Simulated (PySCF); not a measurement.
**Assignment exercise: C4H10OSi**

Numbering as in the mapped SMILES `[CH3:1][O:2][SiH2:3][CH:4]1[CH2:5][CH2:6]1`. Hydrogens are named by the atom that carries them. Ha(C5), Ha(C6) are cis to Si3 on the ring; Hb(C5), Hb(C6) are trans to Si3 on the ring.

Single conformer, no solvent model, one averaged value for each set of equivalent atoms, relativity neglected. PBE0/pcSseg-1 with gauge-including orbitals; geometry: GFN2-xTB; PySCF 2.14.

References, each an isolated molecule treated in the same way: 13C, 1H vs TMS.

Q: Assign these signals to the numbered atoms. 13C{1H} NMR (computed): δ 54.1 (CH3), 3.4 (CH2), -4.5 (CH).

A: 
| δ (ppm) | atoms | environment | reason |
| --- | --- | --- | --- |
| 54.1 | C1 | methyl carbon bonded to O | deshielded by the electronegative neighbour |
| 3.4 | C5/C6 | three-membered-ring carbon | carbons of three-membered rings are unusually shielded |
| -4.5 | C4 | three-membered-ring carbon | – |

Q: Assign these signals to the numbered atoms. 1H NMR (500 MHz, computed): δ 4.66 (d, 2H), 3.83 (s, 3H), 0.63 (m, 2H), 0.07 (m, 2H), -0.14 (m, 1H).

A: 
4.66 → H(Si3), hydrogen on a silicon bonded to C, O
3.83 → H(C1), hydrogen on a methyl carbon bonded to O: its carbon carries O, an electronegative neighbour
0.63 → Hb(C5)/Hb(C6), hydrogen on a three-membered-ring carbon: cyclopropane-type protons are shielded by the ring
0.07 → Ha(C5)/Ha(C6), hydrogen on a three-membered-ring carbon
-0.14 → H(C4), hydrogen on a three-membered-ring carbon

Shifts are as computed. Against solution values, carbons near 30 ppm lie about +3 ppm off and those near 130 ppm about +5 ppm (rms about the fit 2.1 ppm; single classes can miss by 10 ppm). Of 1328 compounds with measured shifts, 309 miss one by over three times the rms of a fit or turn the order of signals round; such compounds aren't used in these exercises. Signals without a measured value on file couldn't be tested in this way; 1H shifts scatter by 0.2 ppm about their fit, and single ones miss by 0.5 ppm. Multiplicities follow the n + 1 count of equivalent neighbours, as no J values were calculated; m marks all less simple cases, F and P coupling included.
